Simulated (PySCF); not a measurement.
## How methods differ on the ionisation energy of Br

Br [Ar] 3d10 4s2 4p5 (2P) → Br⁺ [Ar] 3d10 4s2 4p4 (3P), as a difference of total energies. All numbers are calculated (PySCF 2.14, a scalar-relativistic core potential, in cc-pVTZ-PP with ECP10MDF). Correlated levels: valence: 3s2 3p6 3d10 frozen. The calculations carry no spin-orbit coupling.

Q: Order these methods by the ionisation energy they give, lowest first.
A. CCSD(T) (valence)
B. TPSS
C. M06-2X
D. MP2 (valence)

A: D (11.551 eV), A (11.585 eV), C (11.643 eV), B (11.793 eV).

Errors of the correlated levels include the incompleteness of this basis and the frozen core.

For comparison: 11.844 eV (measured; NIST levels, between the centres of gravity of the two terms).
